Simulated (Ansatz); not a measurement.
Cost and result up the ladder for SiEt2Me2 (C₆H₁₆Si) (23 atoms). Total charge 0; singlet. Geometry: B3LYP-D4/def2-SVP.

```xyz
23

Si   -0.338    0.143   -0.214
C    -0.527    1.470    1.129
C     0.787    1.978    1.738
H    -1.180    1.061    1.922
H    -1.092    2.314    0.690
H     0.617    2.753    2.505
H     1.353    1.163    2.220
H     1.446    2.419    0.972
C     0.544   -1.371    0.516
C     0.672   -2.571   -0.435
H     0.003   -1.672    1.433
H     1.547   -1.053    0.856
H     1.206   -3.415    0.032
H    -0.316   -2.945   -0.749
H     1.224   -2.305   -1.352
C     0.678    0.830   -1.653
H     0.212    1.740   -2.068
H     0.761    0.096   -2.472
H     1.701    1.092   -1.334
C    -2.052   -0.355   -0.836
H    -2.657   -0.800   -0.028
H    -1.985   -1.094   -1.652
H    -2.603    0.519   -1.224
```

Ansatz on 4 threads of Intel Xeon on a shared host. Times are rough, and most runs start from the orbitals of an earlier one. CAM-B3LYP-D4/def2-TZVP serves as the yardstick here, not as an exact answer. Differences are given only for rows in sets of like size (and for xTB, whose basis is part of the method), since another set adds its own error. Binding counts from free atoms at the same level (Si triplet, C triplet, H doublet; other spins of the atoms weren't run), without zero-point energy or a counterpoise term.

B3LYP takes the VWN-RPA correlation. Correlated methods freeze 11 core orbitals. The rows differ in basis, and correlated rows in double-zeta sets carry the largest basis error.

Correlated methods converge slowly with the basis, most of all in double-zeta sets.

| level | functions | wall time | binding energy per atom (eV) | difference from CAM-B3LYP-D4/def2-TZVP (eV) |
| --- | --- | --- | --- | --- |
| HF/STO-3G | 55 | 2.2 s | 3.93 | – |
| HF/6-31G | 99 | 5.5 s | 2.92 | – |
| PBE-D4/def2-SVP | 182 | 8.5 s | 4.07 | – |
| B3LYP-D4/6-31G | 99 | 9.1 s | 3.93 | – |
| PBE0-D4/def2-SVP | 182 | 12 s | 4.05 | – |
| PBE-D4/def2-TZVP | 319 | 14 s | 4.05 | 0.03 |
| r2SCAN-D4/def2-TZVP | 319 | 21 s | 4.01 | -0.01 |
| MP2/def2-TZVP | 319 | 21 s | 3.89 | -0.13 |
| PBE0-D4/def2-TZVP | 319 | 21 s | 4.02 | 0.00 |
| B3LYP-D4/def2-TZVP | 319 | 23 s | 4.00 | -0.01 |
| r2SCANh-D4/def2-TZVP | 319 | 33 s | 4.00 | -0.02 |
| CAM-B3LYP-D4/def2-TZVP (with forces) | 319 | 44 s | 4.02 | 0.00 |
| CCSD(T)/def2-SVP | 182 | 2.4 min | 3.84 | – |
